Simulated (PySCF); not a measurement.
C2H5Se (SMILES CC[Se]), doublet, at a GFN2-xTB geometry; BLYP/cc-pVDZ (PySCF).

PySCF was given this input:
```python
from pyscf import gto, scf, dft

mol = gto.Mole()
mol.atom = '''
    C    -2.059645   -0.446113    0.147562
    C    -0.651651   -1.001283    0.219388
    Se    0.718859    0.376853   -0.095906
    H    -2.255574   -0.018596   -0.833518
    H    -2.778315   -1.243733    0.327945
    H    -2.206854    0.328836    0.896869
    H    -0.490808   -1.772078   -0.535251
    H    -0.441865   -1.423059    1.203040
'''
mol.basis = 'cc-pvdz'
mol.charge = 0
mol.spin = 1
mol.verbose = 5
mol.build()

mf = dft.UKS(mol)
mf.xc = 'blyp'
mf.kernel()
mf.analyze()
```

The log (banner, timings and long lists left out):

```
PySCF version 2.14.0

[INPUT] verbose = 5
[INPUT] max_memory = 4000
[INPUT] num. atoms = 8
[INPUT] num. electrons = 51
[INPUT] charge = 0
[INPUT] spin (= nelec alpha-beta = 2S) = 1
[INPUT] symmetry False subgroup None
[INPUT] Mole.unit = angstrom
[INPUT] Symbol           X                Y                Z      unit          X                Y                Z       unit  Magmom
[...]
[INPUT] ---------------- BASIS SET ----------------
[INPUT] l, kappa, [nprim/nctr], expnt,             c_1 c_2 ...
[INPUT] C
[...]
                                1000              0.005329 -0.001154
                                228               0.027077 -0.005725
                                64.71             0.101718 -0.023312
                                21.06             0.27474 -0.063955
                                7.495             0.448564 -0.149981
                                2.797             0.285074 -0.127262
                                0.5215            0.015204 0.544529
[...]
                                2.002             0.20948
                                0.5456            0.508557
[...]
[INPUT] Se
[...]
                                89783             0.0015554 -0.000485 0.0001913 -5.59e-05
                                20435             0.0080872 -0.0025644 0.0010068 -0.0002938
                                5786.9            0.0330344 -0.0104761 0.0041514 -0.0012136
                                1887.3            0.1082924 -0.0367223 0.0144991 -0.004234
                                680.97            0.2703361 -0.0999225 0.0405658 -0.0119035
                                265.39            0.4206236 -0.2141973 0.0885364 -0.0260206
                                108.63            0.2815922 -0.1836593 0.0854212 -0.0256148
                                33.76             0.030811 0.4675454 -0.2932581 0.0919427
                                14.465            -0.0071617 0.641474 -0.5570727 0.18387
                                4.389             0.0026022 0.0792569 0.5261436 -0.2188461
                                1.8783            -0.0012583 -0.0142697 0.7320371 -0.4896524
                                0.35859           0.0003465 0.0033792 0.0388246 0.6775818
[...]
                                980.34            0.0118588 -0.004734 0.0011308
                                316.35            0.0595153 -0.0243504 0.0059581
                                119.25            0.1972201 -0.0841071 0.0201866
                                49.068            0.4007439 -0.1841384 0.0461939
                                21.212            0.399474 -0.1735004 0.039405
                                8.9462            0.1153364 0.2167263 -0.0592846
                                3.8236            0.0002219 0.5850099 -0.2014663
                                1.5883            0.0022838 0.3416816 -0.0687821
                                0.40969           -0.0004756 0.0199125 0.5595944
[...]
                                27.18             0.1375183
                                9.5068            0.3664824
                                3.4168            0.4874717
                                1.1479            0.2765769
[...]
[INPUT] H
[...]
                                1.962             0.137977
                                0.4446            0.478148
[...]
nuclear repulsion = 159.495957113688
number of shells = 31
number of NR pGTOs = 164
number of NR cGTOs = 80
basis = cc-pvdz
ecp = {}

******** <class 'pyscf.dft.uks.UKS'> ********
method = UKS
initial guess = minao
damping factor = 0
level_shift factor = 0
DIIS = <class 'pyscf.scf.diis.CDIIS'>
diis_start_cycle = 1
diis_space = 8
diis_damp = 0
SCF conv_tol = 1e-09
SCF conv_tol_grad = None
SCF max_cycles = 50
direct_scf = True
direct_scf_tol = 1e-13
number electrons alpha = 26  beta = 25
XC library pyscf.dft.libxc version 7.1.2
    S. Lehtola, C. Steigemann, M. J. T. Oliveira, and M. A. L. Marques,  SoftwareX 7, 1–5 (2018)
XC functionals = blyp
    A. D. Becke,  Phys. Rev. A 38, 3098 (1988)
    C. Lee, W. Yang, and R. G. Parr,  Phys. Rev. B 37, 785 (1988)
    B. Miehlich, A. Savin, H. Stoll, and H. Preuss,  Chem. Phys. Lett. 157, 200 (1989)
radial grids:
    Treutler-Ahlrichs [JCP 102, 346 (1995); DOI:10.1063/1.469408] (M4) radial grids

becke partition: Becke, JCP 88, 2547 (1988); DOI:10.1063/1.454033
pruning grids: <function nwchem_prune>
grids dens level: 3
symmetrized grids: False
atomic radii adjust function: <function treutler_atomic_radii_adjust>
small_rho_cutoff = 0
Set gradient conv threshold to 3.16228e-05
atom C rad-grids = 75, ang-grids = [ 50  50  50  50  50  50  50  50  50  50  50  50  50  50  50  50  50  50
  50  50  50  50  86  86  86  86  86  86  86  86  86  86 266 266 266 266
 266 266 302 302 302 302 302 302 302 302 302 302 302 302 302 302 302 302
 302 302 302 302 266 266 266 266 266 266 266 266 266 266 266 266 266 266
 266 266 266]
atom Se rad-grids = 90, ang-grids = [ 50  50  50  50  50  50  50  50  50  50  50  50  50  50  50  50  50  50
  50  50  50  50  50  50  50  50  50  50  50  86  86  86  86  86  86  86
  86  86  86  86  86  86  86  86  86 350 350 350 350 350 350 350 350 350
 350 434 434 434 434 434 434 434 434 434 434 434 434 434 434 434 434 434
 434 434 434 434 434 350 350 350 350 350 350 350 350 350 350 350 350 350]
atom H rad-grids = 50, ang-grids = [ 50  50  50  50  50  50  50  50  50  50  50  50  50  50  50  86  86  86
  86 266 266 266 266 266 302 302 302 302 302 302 302 302 302 302 302 302
 302 266 266 266 266 266 266 266 266 266 266 266 266 266]
tot_boxes 2160, boxes in each direction [13 10 10]
Padding 4 grids
tot grids = 97704
nelec by numeric integration = [25.48993875 25.48993875]
E1 = -3762.516183122808  E2 = 1123.1773030877064  Ecoul = 1222.8255280207688  Exc = -99.64822493306255
init E= -2479.84292292141
cond(S) = 765.6538937686022

  alpha mo_energy =
[-4.52265708e+02 -5.74589550e+01 -5.16182181e+01 -5.16182178e+01
[...]
converged SCF energy = -2480.69326692177  <S^2> = 0.75144113  2S+1 = 2.0014406
Total Energy =                       -2480.693266921768554
[...]
2 Se 4dyz        0.00079  -0.00777   0.02614   0.00370   0.01636
2 Se 4dz^2      -0.00006  -0.01094  -0.01021   0.02458  -0.00653
2 Se 4dxz        0.00258  -0.00762   0.01433   0.00579   0.01168
2 Se 4dx2-y2     0.00195  -0.01280  -0.00508  -0.02771  -0.00311
3 H 1s          -0.03676  -0.02714  -0.04340  -0.02336   0.02841
3 H 2s           0.03690   0.04251   0.05077   0.02466  -0.03430
3 H 2px         -0.09035  -0.03455   0.04731  -0.04583   0.16879
3 H 2py          0.24463   0.00979   0.21551   0.06365  -0.08233
3 H 2pz         -0.41596  -0.34654  -0.39343  -0.18394   0.22277
4 H 1s          -0.04008   0.01190  -0.00000   0.05877   0.00000
4 H 2s           0.04249  -0.00384   0.00000  -0.07555  -0.00000
4 H 2px         -0.29641  -0.04756   0.00439   0.40482   0.00296
4 H 2py         -0.42599   0.14341   0.03139   0.39799   0.02106
4 H 2pz          0.09387  -0.02746   0.15636  -0.09131   0.10490
5 H 1s          -0.03676  -0.02714   0.04340  -0.02336  -0.02841
5 H 2s           0.03690   0.04251  -0.05077   0.02465   0.03430
5 H 2px         -0.07037  -0.01586  -0.06618  -0.03651  -0.15738
5 H 2py          0.38710   0.14309  -0.35006   0.13015   0.16372
5 H 2pz          0.29364   0.31728  -0.27667   0.14733   0.18255
6 H 1s           0.01753  -0.03635   0.01623   0.02349   0.04421
6 H 2s           0.00038   0.04456  -0.03548  -0.03115  -0.05733
6 H 2px          0.01529   0.02125   0.10697  -0.08023  -0.06807
6 H 2py          0.11595  -0.24520   0.13673   0.23885   0.30183
6 H 2pz          0.17989  -0.38949   0.12434   0.12914   0.25899
7 H 1s           0.01753  -0.03635  -0.01624   0.02349  -0.04421
7 H 2s           0.00038   0.04456   0.03548  -0.03115   0.05733
7 H 2px          0.00428   0.04495  -0.09859  -0.08969   0.08525
7 H 2py          0.03742  -0.07621  -0.07704   0.17141  -0.17930
7 H 2pz         -0.21123   0.45216   0.17307  -0.20672   0.35127

To work with the spin densities directly, `use mulliken_meta_spin()` only printing them here.

 ** Mulliken spin pop alpha/beta on meta-lowdin orthogonal AOs **
 ** Mulliken Spin Density (per AO)  **
spin_pop of  0 C 1s       -0.00000
spin_pop of  0 C 2s       -0.00030
spin_pop of  0 C 3s       -0.00000
spin_pop of  0 C 2px      -0.00015
spin_pop of  0 C 2py       0.00021
spin_pop of  0 C 2pz       0.00021
spin_pop of  0 C 3px      -0.00002
spin_pop of  0 C 3py      -0.00001
spin_pop of  0 C 3pz       0.00003
spin_pop of  0 C 3dxy     -0.00001
spin_pop of  0 C 3dyz      0.00002
spin_pop of  0 C 3dz^2    -0.00000
spin_pop of  0 C 3dxz     -0.00000
spin_pop of  0 C 3dx2-y2   -0.00000
spin_pop of  1 C 1s        0.00000
spin_pop of  1 C 2s       -0.00320
spin_pop of  1 C 3s        0.00003
spin_pop of  1 C 2px      -0.00777
spin_pop of  1 C 2py      -0.01008
spin_pop of  1 C 2pz       0.00570
spin_pop of  1 C 3px       0.00001
spin_pop of  1 C 3py       0.00006
spin_pop of  1 C 3pz       0.00025
spin_pop of  1 C 3dxy     -0.00005
spin_pop of  1 C 3dyz      0.00033
spin_pop of  1 C 3dz^2     0.00005
spin_pop of  1 C 3dxz      0.00010
spin_pop of  1 C 3dx2-y2   -0.00003
spin_pop of  2 Se 1s        0.00000
spin_pop of  2 Se 2s        0.00000
spin_pop of  2 Se 3s       -0.00000
spin_pop of  2 Se 4s        0.00362
spin_pop of  2 Se 5s       -0.00007
spin_pop of  2 Se 2px       0.00000
spin_pop of  2 Se 2py       0.00000
spin_pop of  2 Se 2pz       0.00000
spin_pop of  2 Se 3px      -0.00000
spin_pop of  2 Se 3py       0.00000
spin_pop of  2 Se 3pz       0.00006
spin_pop of  2 Se 4px       0.00925
spin_pop of  2 Se 4py       0.04523
spin_pop of  2 Se 4pz       0.91862
spin_pop of  2 Se 5px       0.00001
spin_pop of  2 Se 5py       0.00004
spin_pop of  2 Se 5pz       0.00017
spin_pop of  2 Se 3dxy     -0.00001
spin_pop of  2 Se 3dyz     -0.00004
spin_pop of  2 Se 3dz^2    -0.00005
spin_pop of  2 Se 3dxz     -0.00004
spin_pop of  2 Se 3dx2-y2   -0.00001
spin_pop of  2 Se 4dxy      0.00003
spin_pop of  2 Se 4dyz      0.00020
spin_pop of  2 Se 4dz^2     0.00073
spin_pop of  2 Se 4dxz      0.00017
spin_pop of  2 Se 4dx2-y2    0.00004
spin_pop of  3 H 1s        0.00054
spin_pop of  3 H 2s        0.00003
spin_pop of  3 H 2px       0.00000
spin_pop of  3 H 2py      -0.00000
spin_pop of  3 H 2pz      -0.00000
spin_pop of  4 H 1s       -0.00124
spin_pop of  4 H 2s       -0.00006
spin_pop of  4 H 2px       0.00000
spin_pop of  4 H 2py      -0.00000
spin_pop of  4 H 2pz       0.00000
spin_pop of  5 H 1s        0.00054
spin_pop of  5 H 2s        0.00003
spin_pop of  5 H 2px       0.00000
spin_pop of  5 H 2py      -0.00000
spin_pop of  5 H 2pz      -0.00000
spin_pop of  6 H 1s        0.01823
spin_pop of  6 H 2s        0.00015
spin_pop of  6 H 2px       0.00004
spin_pop of  6 H 2py      -0.00001
spin_pop of  6 H 2pz       0.00002
spin_pop of  7 H 1s        0.01822
spin_pop of  7 H 2s        0.00015
spin_pop of  7 H 2px       0.00004
spin_pop of  7 H 2py      -0.00001
spin_pop of  7 H 2pz       0.00002
 ** Mulliken Spin Density (per atom)  **
spin density of  0 C =     -0.00005
spin density of  1 C =     -0.01461
spin density of  2 Se =      0.97795
spin density of  3 H =      0.00057
spin density of  4 H =     -0.00130
spin density of  5 H =      0.00057
spin density of  6 H =      0.01844
spin density of  7 H =      0.01842
 ** Mulliken pop alpha/beta on meta-lowdin orthogonal AOs **
 ** Mulliken pop       alpha | beta **
In total            26.00000 | 25.00000
 ** Mulliken atomic charges   ( Nelec_alpha | Nelec_beta ) **
charge of  0C =     -0.28175  (     3.14085      3.14090 )
charge of  1C =     -0.22043  (     3.10291      3.11752 )
charge of  2Se =     -0.02122  (    17.49959     16.52164 )
charge of  3H =      0.10044  (     0.45006      0.44949 )
charge of  4H =      0.09528  (     0.45171      0.45301 )
charge of  5H =      0.10044  (     0.45007      0.44949 )
charge of  6H =      0.11362  (     0.45241      0.43397 )
charge of  7H =      0.11362  (     0.45240      0.43398 )
Dipole moment(X, Y, Z, Debye): -1.06004, -1.01651,  0.23393
```
